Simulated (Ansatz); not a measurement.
Geometry optimisation, RKS PBE0-D4/def2-SVP in Ansatz 0.2.0.

The input (input.yaml):

```yaml
crystal:
  periodic: [false, false, false]
  atoms:
    - { symbol: Si, position_ang: [-0.040942, 0.180323, -0.116712] }
    - { symbol: H, position_ang: [-0.182027, 0.03559, 1.340128] }
    - { symbol: H, position_ang: [1.362623, 0.191201, -0.586586] }
    - { symbol: H, position_ang: [-0.795028, 1.370282, -0.596376] }
    - { symbol: Cl, position_ang: [-1.060422, -1.431634, -1.045426] }
    - { symbol: O, position_ang: [0.967898, -2.11993, 1.284582] }
    - { symbol: Al, position_ang: [-0.071899, -3.300895, 0.54335] }
    - { symbol: H, position_ang: [0.629961, -4.202099, -0.550949] }
    - { symbol: H, position_ang: [-1.444494, -3.665682, 1.259435] }
    - { symbol: H, position_ang: [0.60313, -1.537155, 1.981854] }
basis:
  gaussian: { orbitals: def2-SVP }
hamiltonian:
  xc: pbe0
  dispersion: d4
relax:
  f_tol: 0.03
  max_steps: 50
```

Launched with:

```bash
$ ansatz run input.yaml --threads 2 --pin off --max-ram 3072MiB --backend cpu --events-out ev --progress --plain --runs-dir out
```

Where does it end, and by what steps?

The run converged. After 27 steps the energy has fallen by 1.052 eV; H2 moved furthest, 1.32 Å. Parted: Si1–Cl5 (2.12 → 3.17 Å). Joined: Si1–O6 (2.88 → 1.74 Å).

```tsv
step	energy less start (eV)	largest force component (eV/Å)	accepted
0	0.0000	0.788	yes
1	-0.0663	1.064	yes
2	-0.0541	2.767	no
3	-0.1178	0.526	yes
4	-0.1420	0.235	yes
5	-0.1430	0.652	yes
6	-0.1572	0.201	yes
7	-0.1558	0.248	no
8	-0.1620	0.082	yes
9	-0.1636	0.077	yes
10	-0.1671	0.082	yes
11	-0.1752	0.743	yes
12	-0.1903	0.626	yes
13	-0.2163	0.736	yes
14	-0.2754	0.369	yes
15	-0.3923	1.355	yes
16	-0.5956	0.671	yes
17	-0.7870	0.718	yes
18	-0.8736	1.115	yes
19	-0.7456	1.376	no
20	-0.8838	0.953	yes
21	-0.9514	0.607	yes
22	-1.0014	0.257	yes
23	-1.0260	0.183	yes
24	-1.0441	0.218	yes
25	-1.0497	0.076	yes
26	-1.0514	0.036	yes
27	-1.0517	0.014	yes
```

```xyz
10
Properties=species:S:1:pos:R:3
Si 0.246 0.077 0.380
H 0.854 0.833 1.513
H 1.138 0.106 -0.799
H -1.131 0.553 0.124
Cl -0.985 -2.024 -1.651
O 0.207 -1.538 1.032
Al -0.344 -3.168 0.077
H 1.017 -3.966 -0.114
H -1.514 -3.729 0.997
H 0.482 -1.623 1.955
```

Whether the end is a true minimum wasn't checked by a vibrational analysis.

Time of the run: 2 min on 2 threads of Intel(R) Xeon(R) Platinum 8259CL CPU @ 2.50GHz (Skylake/Cascade Lake), on a shared host, peak memory 0.24 GiB.
